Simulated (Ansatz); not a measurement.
Computed with Ansatz on PBE0-D4/def2-TZVP structures; ΔE is electronic, products minus reactants. CBS: MP2 limit from def2 TZ/QZ plus the TZ coupled-cluster correction, frozen cores. This one scheme is used for every species. DFT in def2-TZVPP. For Ga outer-core shells are correlated without core-valence functions, which leaves a few kJ/mol of doubt a bond. Scalar relativity is left out up to krypton.

Consider the ligand exchange at a Ga–S bond: `[SH][GaH2]` + PH₃ → `[PH2][GaH2]` + H₂S.

```tsv
level	ΔE (eV)
B2PLYP	0.59
SCS-MP2/def2-TZVPP	0.60
```

**Question.** What does CCSD(T)/CBS give? (Estimate.)

**Answer.** The calculation gave: +0.57 eV. The listed levels differ from it by 0.02, 0.03 eV.

**Question.** What do rigid-rotor, harmonic-oscillator terms from PBE0-D4/def2-TZVP frequencies (298.15 K, 1 bar) make of the CCSD(T)/CBS value? (Estimate.)

**Answer.** Computed: ΔZPE = -0.03 eV, ΔH = +0.55 eV, ΔS = 7 J/(mol·K), ΔG = +0.53 eV.

Largest T1 diagnostic among the species: 0.014.

At CCSD(T), def2-SVP lies +0.07 eV from the extrapolated value and def2-TZVPP +0.00 eV. Leaving LDA and LC-ωPBE aside and taking each functional with its dispersion term where it has one, the values, not all of them listed here, spread over 0.07 eV, from revPBE-D4 to BHLYP-D4.
